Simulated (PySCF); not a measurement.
Stepwise substitution at one centre (Ge Cl-H). Isolated molecules, 0 K electronic values unless said otherwise. Strings in code marks are SMILES.

Computed with TPSSh-D3(BJ)/def2-TZVP // CAM-B3LYP-D3(BJ)/def2-TZVP in PySCF. Excitations are Tamm–Dancoff values on a coarser integration grid. The basis has no diffuse functions, so Rydberg states are missing or too high.

```
species                                               S1 oscillator strength  dipole moment (D)  S1 excitation (TDA) (eV)  LUMO (eV)  S1–T1 gap (TDA) (eV)
----------------------------------------------------  ----------------------  -----------------  ------------------------  ---------  --------------------
0 of 4 Cl replaced by H (`[Cl][Ge]([Cl])([Cl])[Cl]`)                       ?               0.00                      5.70      -2.72                     –
1 of 4 Cl replaced by H (`[Cl][GeH]([Cl])[Cl]`)                            ?               1.41                      6.25          ?                     ?
2 of 4 Cl replaced by H (`[Cl][GeH2][Cl]`)                             0.026               1.92                      6.73      -1.14                  0.55
3 of 4 Cl replaced by H                                                0.014               1.95                      6.86          ?                  0.50
4 of 4 Cl replaced by H (`[GeH4]`)                                         –               0.00                         –          –                     –
```

Question: Complete the blanks.

Answer: 
- 0 of 4 Cl replaced by H (`[Cl][Ge]([Cl])([Cl])[Cl]`), S1 oscillator strength: 0.000
- 1 of 4 Cl replaced by H (`[Cl][GeH]([Cl])[Cl]`), S1 oscillator strength: 0.000
- 1 of 4 Cl replaced by H (`[Cl][GeH]([Cl])[Cl]`), LUMO (eV): -1.89
- 1 of 4 Cl replaced by H (`[Cl][GeH]([Cl])[Cl]`), S1–T1 gap (TDA) (eV): 0.40
- 3 of 4 Cl replaced by H, LUMO (eV): -0.67
